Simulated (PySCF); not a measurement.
Job file and geometry (Å, from GFN2-xTB) of an NMR shielding run on `B(Cl)N1[C@H]2CC[C@@H]1CC2`, C6H11BClN, GIAO PBE0/pcSseg-1 NMR shielding, non-relativistic, gas phase in PySCF 2.14.0, density-fitted response routines; density fitting, a coarse starting grid and PySCF grid level 2 are the driver's defaults:

```
$ OMP_NUM_THREADS=1 python probes_run.py task.json out

{"job": {"kind": "nmr", "xc": "PBE0", "basis": "pcSseg-1"}, "charge": 0, "multiplicity": 1}
Cl     2.975565    -1.054270    -1.706288
B      2.327676    -0.640695    -0.150971
N      1.009875    -0.276890    -0.056717
C     -0.036818    -0.156494    -1.057264
C     -1.120125    -1.087672    -0.490933
C     -0.946299    -0.894418     1.028836
C      0.210459     0.115818     1.089239
C     -0.314518     1.492923     0.652217
C     -0.484398     1.301166    -0.867941
H      3.021683    -0.677542     0.791324
H      0.296393    -0.403386    -2.062250
H     -2.113450    -0.813643    -0.840489
H     -0.924563    -2.119063    -0.782299
H     -1.843260    -0.511507     1.511573
H     -0.662348    -1.826444     1.516406
H      0.767057     0.116133     2.023838
H     -1.246635     1.748227     1.152292
H      0.419217     2.266929     0.873851
H      0.167327     1.972544    -1.425924
H     -1.507986     1.458963    -1.201537
```

**Question.** What does the program print?

**Answer.** 
```
coarse grid: 17112 points
cycle   1  E = -774.4600309870  dE =  1.371e+00  |g| = 3.800e-01  |ddm| = 4.038e+00
cycle   2  E = -774.4594567893  dE =  5.742e-04  |g| = 4.092e-01  |ddm| = 7.121e-01
cycle   3  E = -774.4984824721  dE = -3.903e-02  |g| = 8.493e-02  |ddm| = 3.944e-01
cycle   4  E = -774.4998141747  dE = -1.332e-03  |g| = 3.415e-02  |ddm| = 1.024e-01
cycle   5  E = -774.5000432513  dE = -2.291e-04  |g| = 9.977e-03  |ddm| = 3.287e-02
cycle   6  E = -774.5000645154  dE = -2.126e-05  |g| = 2.344e-03  |ddm| = 1.126e-02
cycle   7  E = -774.5000656363  dE = -1.121e-06  |g| = 6.299e-04  |ddm| = 2.498e-03
final grid: 160288 points
cycle   8  E = -774.5528145507  dE = -6.270e-05  |g| = 9.284e-03  |ddm| = 4.928e-02
cycle   9  E = -774.5527965792  dE =  1.797e-05  |g| = 1.273e-02  |ddm| = 2.023e-02
cycle  10  E = -774.5528356900  dE = -3.911e-05  |g| = 1.696e-03  |ddm| = 1.265e-02
cycle  11  E = -774.5528362454  dE = -5.554e-07  |g| = 5.061e-04  |ddm| = 1.563e-03
cycle  12  E = -774.5528362960  dE = -5.060e-08  |g| = 9.802e-05  |ddm| = 4.130e-04
cycle  13  E = -774.5528362980  dE = -2.014e-09  |g| = 3.082e-05  |ddm| = 1.322e-04
cycle  14  E = -774.5528362983  dE = -2.233e-10  |g| = 6.719e-06  |ddm| = 3.314e-05
converged SCF energy = -774.5528362983

GIAO shielding tensors (ppm)
atom      isotropic    diamagn.    paramagn.     s11        s22        s33       span
  0 Cl     857.921    1149.167    -291.245    646.346    921.663   1005.755    359.409
  1 B       73.142     195.707    -122.566     46.850     70.012    102.564     55.714
  2 N       87.448     327.380    -239.931    -17.261    125.398    154.208    171.468
  3 C      128.945     246.188    -117.243    102.297    121.969    162.569     60.271
  4 C      154.477     247.751     -93.274    139.970    148.603    174.859     34.889
  5 C      152.702     247.626     -94.924    137.814    146.193    174.100     36.286
  6 C      125.350     244.944    -119.594    100.727    112.006    163.316     62.590
  7 C      152.789     247.637     -94.848    137.838    146.306    174.224     36.386
  8 C      154.441     247.763     -93.322    139.869    148.636    174.819     34.950
  9 H       26.879      30.205      -3.326     22.881     28.572     29.184      6.303
 10 H       27.224      31.892      -4.668     22.488     27.180     32.003      9.515
 11 H       30.388      30.074       0.315     26.581     27.083     37.501     10.920
 12 H       29.967      30.166      -0.199     25.182     27.167     37.552     12.371
 13 H       30.333      30.005       0.328     26.466     27.060     37.473     11.008
 14 H       29.943      30.082      -0.139     25.278     26.888     37.662     12.384
 15 H       27.887      31.624      -3.737     24.623     25.715     33.323      8.700
 16 H       30.337      30.011       0.326     26.463     27.069     37.478     11.016
 17 H       29.946      30.086      -0.140     25.279     26.894     37.665     12.386
 18 H       29.971      30.177      -0.206     25.187     27.173     37.553     12.365
 19 H       30.387      30.076       0.312     26.587     27.072     37.504     10.917
```

Size and cost of the density-fitted run: 215 basis functions, 63 s wall time on 1 thread of an Arm Neoverse V1, shared host; peak memory 1.1 GiB.
